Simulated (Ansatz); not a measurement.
Reaction (SMILES): BOC → [BH]OC + H atom (the B-H bond at the site shown breaks; other sites are not compared here)
Each molecule is optimised on its own at B3LYP-D3(BJ)/def2-TZVP (Ansatz, a first-principles code), one conformer each, not searched for the lowest. Frequencies are from Ansatz.

Property: bond dissociation energy (enthalpy at 298 K, with B3LYP-D3(BJ) rigid-rotor harmonic-oscillator terms), in kcal/mol. Correlated levels leave the core frozen unless marked. Open shells are spin-unrestricted. No spin-orbit coupling. Non-relativistic. Basis-set limits of correlation are two-point, X^-3; Hartree-Fock from the larger set. The bracket is a focal-point correction in the basis named.

```json
[
 {"level": "BLYP-D4/def2-TZVPD", "program": "Ansatz + dftd4", "bond dissociation energy (kcal/mol)": "101.8"},
 {"level": "PBE0/def2-QZVPP", "program": "Ansatz", "bond dissociation energy (kcal/mol)": "100.6"},
 {"level": "CAM-B3LYP/def2-TZVPD", "program": "Ansatz", "bond dissociation energy (kcal/mol)": "[?]"},
 {"level": "RPA@PBE/cc-pVTZ", "program": "Ansatz", "bond dissociation energy (kcal/mol)": "103.0"},
 {"level": "RI-MP2/CBS(aug-cc-pVTZ,aug-cc-pVQZ)+[CCSD(T)-MP2]/aug-cc-pVTZ", "program": "Ansatz", "bond dissociation energy (kcal/mol)": "[?]"}
]
```

Q: Complete the blanks.

A: 
- CAM-B3LYP/def2-TZVPD, bond dissociation energy (kcal/mol): 104.4
- RI-MP2/CBS(aug-cc-pVTZ,aug-cc-pVQZ)+[CCSD(T)-MP2]/aug-cc-pVTZ, bond dissociation energy (kcal/mol): 106.0
